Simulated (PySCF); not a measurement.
Labels have come off several samples. The candidates:

A. `c1ccn([SiH2]N)c1`
B. 1,2,3,4-tetrahydronaphthalene (SMILES c1cccc2c1CCCC2)
C. SMILES CC1=C/C=C\C=C/C=C\1C
D. `C(#C)[SiH2][SiH]1CCC1`

Spectrum 1. ¹³C{¹H} NMR (computed): δ 125.8 (CH), 117.6 (CH).

Spectrum 2. ¹³C{¹H} NMR (computed): δ 105.9 (CH), 83.5 (C), 24.6 (CH2), 10.2 (CH2).

Spectrum 3. ¹³C{¹H} NMR (computed): δ 141.2 (C), 135.2 (CH), 131.3 (CH), 33.6 (CH2), 27.4 (CH2).

Spectrum 4. ¹³C{¹H} NMR (computed): δ 152.6 (C), 140.9 (CH), 139.1 (CH), 133.7 (CH), 25.2 (CH3).

No solvent model, a single conformation, one averaged value for each set of equivalent atoms, non-relativistic Hamiltonian. Geometry from GFN2-xTB; PBE0/pcSseg-1 with gauge-including orbitals; PySCF 2.14.

Referencing at the same level of theory: TMS for ¹³C (186.93 ppm). Shifts are as computed. Against solution values, carbons near 30 ppm lie about +3 ppm off and those near 130 ppm about +5 ppm. Of 1211 compounds with measured shifts, 218 miss one by over three times the rms of a fit or turn the order of signals round; such compounds aren't used in these exercises.

Task: Match each spectrum to its structure.

Result: 1–A, 2–D, 3–B, 4–C.

- Spectrum 1 (A): 2 ¹³C signals; δC 125.8 is an aromatic CH next to a ring nitrogen; δC 117.6 is an aromatic CH.
- Spectrum 2 (D): 4 ¹³C signals; δC 83.5 is an alkyne carbon; δC 24.6 is an sp3 CH2 in a ring.
- Spectrum 3 (B): 5 ¹³C signals; δC 135.2 is an aromatic CH; δC 131.3 is an aromatic CH.
- Spectrum 4 (C): 5 ¹³C signals; δC 152.6 is a fully substituted alkene carbon; δC 140.9 is an alkene CH.
